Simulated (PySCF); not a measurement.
C4H3S, SMILES c1[c]ccs1, doublet, PBE0/def2-SVP optimised geometry.

```
8

C     -0.17    -1.26     0.00
C      1.18    -1.26     0.00
S      1.73     0.39     0.00
C      0.12     1.00     0.00
C     -0.82     0.00     0.00
H      1.90    -2.08     0.00
H     -0.05     2.08     0.00
H     -1.90     0.16     0.00
```

Density from unrestricted PBE0/def2-TZVP (PySCF) at that geometry.

Minimum of the electron density along straight lines between bonded atoms, close to the bond critical point (lines longer than 1.1 times the sum of covalent radii, or with two minima, are not listed):

| bond | length / Å | ρ at the minimum / e bohr⁻³ | ∇²ρ there / e bohr⁻⁵ | position (fraction from the first atom) |
|---|---|---|---|---|
| C1–C2 | 1.353 | 0.332 | -0.95 | 0.50 |
| C2–S3 | 1.735 | 0.208 | -0.40 | 0.48 |
| S3–C4 | 1.720 | 0.217 | -0.46 | 0.52 |
| C1–C5 | 1.411 | 0.299 | -0.83 | 0.51 |
| C4–C5 | 1.374 | 0.322 | -0.91 | 0.51 |
| C2–H6 | 1.089 | 0.280 | -0.99 | 0.66 |
| C4–H7 | 1.090 | 0.280 | -0.99 | 0.65 |
| C5–H8 | 1.090 | 0.280 | -0.99 | 0.65 |
